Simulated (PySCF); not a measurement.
C₂H₈B₂F₂Si.
Atom-mapped SMILES: `[CH3:1][B:2]([CH3:3])[SiH2:4][B:5]([F:6])[F:7]` (hydrogens: H8, H9, H10 on C1; H11, H12, H13 on C3; H14, H15 on Si4)

Computed with PySCF at CAM-B3LYP/def2-SVPD, non-relativistic, on one gas-phase PBE0-D3(BJ)/def2-SVP geometry that isn't relaxed in the solvent. The solvent is an IEF-PCM continuum (van der Waals radii × 1.2), and excitations are vertical TDDFT with non-equilibrium linear response and a frozen core. The model holds no explicit solvent molecules, cavitation or dispersion.

Gas-phase singlets (H = HOMO, L = LUMO):

```tsv
state	E (eV)	λ (nm)	f	leading configuration
S1	4.623	268	0.024	H→L 91%
S2	6.082	204	0.007	H-2→L 64%
S3	6.404	194	0.082	H-1→L 63%
S4	6.560	189	0.013	H→L+1 65%
S5	7.140	174	0.099	H→L+2 54%
```

How does the list change in acetone (ε = 20.49)?

```tsv
state	E (eV)	λ (nm)	f	leading configuration	change by rank (eV)
S1	4.658	266	0.031	H→L 90%	+0.035
S2	6.057	205	0.008	H-1→L 44%	-0.025
S3	6.422	193	0.138	H→L+1 26%	+0.018
S4	6.552	189	0.000	H→L+1 33%	-0.008
S5	7.110	174	0.153	H→L+2 52%	-0.030
```

The ground-state energy changes by -0.102 eV from gas to acetone. By how much does the total energy of gas-phase S1 change?

E(S1) = E(S0) + excitation energy, so it changes by -0.102 + 0.035 = -0.067 eV: it is lowered less than the ground state, which is what a blue shift means. This is the vertical state, with the slow part of the continuum still set for S0.

How do the frontier levels move from gas to acetone?

```csv
orbital,gas (eV),solvent (eV),change (eV),"Löwdin shares, gas","Löwdin shares, solvent"
LUMO+2,0.95,1.04,+0.09,"B5 42 %, Si4 13 %, B2 10 %, F7 8 %","B5 44 %, Si4 13 %, F6 9 %, F7 9 %"
LUMO+1,0.65,0.88,+0.23,"B2 35 %, Si4 12 %, B5 11 %, C1 7 %","B2 32 %, B5 16 %, Si4 12 %, C1 6 %"
LUMO,-0.64,-0.40,+0.24,"B2 30 %, Si4 18 %, B5 14 %, C3 8 %","B2 28 %, Si4 19 %, B5 16 %, C3 8 %"
HOMO,-9.01,-8.79,+0.22,"Si4 29 %, B2 27 %, B5 9 %, C1 9 %","Si4 29 %, B2 27 %, C1 9 %, C3 9 %"
HOMO-1,-10.43,-10.30,+0.13,"Si4 31 %, B5 19 %, H15 11 %, F7 8 %","Si4 23 %, B5 14 %, C3 12 %, B2 12 %"
HOMO-2,-10.69,-10.44,+0.25,"B2 19 %, C1 19 %, C3 16 %, Si4 14 %","C1 17 %, Si4 17 %, B2 16 %, H14 12 %"
HOMO-3,-11.18,-11.00,+0.18,"Si4 27 %, H15 16 %, H14 15 %, C1 10 %","Si4 32 %, H15 19 %, H14 18 %, C3 7 %"
```

The HOMO–LUMO gap goes from 8.37 to 8.39 eV. Rows go by rank; for HOMO-2 and HOMO-1 the atom shares or the degeneracy differ between the runs, so the row needn't follow one orbital.

On one thread of an Arm Neoverse N1, shared host with 64 logical CPUs at a one-minute load of 61, this took 71 s and 1.1 GiB of memory at its peak. This is the whole response run at CAM-B3LYP/def2-SVPD in acetone, SCF included.

Conformer computed: `[CH3:1][B:2]([CH3:3])[SiH2:4][B:5]([F:6])[F:7]`: C1–B2–Si4–B5 92°, B2–Si4–B5–F6 -84°.
